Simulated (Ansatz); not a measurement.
`FC([SiH3])S` and `FC([SiH3])CCl` differ in one atom or group.

Ansatz, PBE0-D4/def2-TZVP geometries, multiplicity 1. Each molecule was computed in one conformer, which needn't be the lowest.

| property | `FC([SiH3])S` |
| --- | --- |
| LUMO energy (PBE0/def2-TZVPP) / eV | -0.19 |
| HOMO–LUMO gap (ωB97M-V/def2-TZVPP) / eV | 11.34 |
| LUMO energy (ωB97M-V/def2-TZVPP) / eV | 1.56 |
| LUMO energy (B3LYP/def2-TZVPP) / eV | -0.42 |
| HOMO energy (B3LYP/def2-TZVPP) / eV | -7.33 |
| HOMO–LUMO gap (B3LYP/def2-TZVPP) / eV | 6.91 |

Give the same properties after the change, and the shifts. (An estimate is asked.)

Computed: 
```json
{"property": "LUMO energy (PBE0/def2-TZVPP) / eV", "`FC([SiH3])CCl`": "0.13", "shift": "0.32"}
{"property": "HOMO–LUMO gap (ωB97M-V/def2-TZVPP) / eV", "`FC([SiH3])CCl`": "12.52", "shift": "1.18"}
{"property": "LUMO energy (ωB97M-V/def2-TZVPP) / eV", "`FC([SiH3])CCl`": "1.82", "shift": "0.26"}
{"property": "LUMO energy (B3LYP/def2-TZVPP) / eV", "`FC([SiH3])CCl`": "-0.12", "shift": "0.30"}
{"property": "HOMO energy (B3LYP/def2-TZVPP) / eV", "`FC([SiH3])CCl`": "-8.18", "shift": "-0.85"}
{"property": "HOMO–LUMO gap (B3LYP/def2-TZVPP) / eV", "`FC([SiH3])CCl`": "8.06", "shift": "1.15"}
```

With PBE0 the HOMO falls by 0.87 eV and the LUMO rises by 0.32 eV, so the gap widens by about 1.19 eV. PBE moves the HOMO by -0.69 eV and ωB97M-V by -0.91 eV.

B3LYP here is the variant with VWN-RPA as its local correlation; programs differ in this.
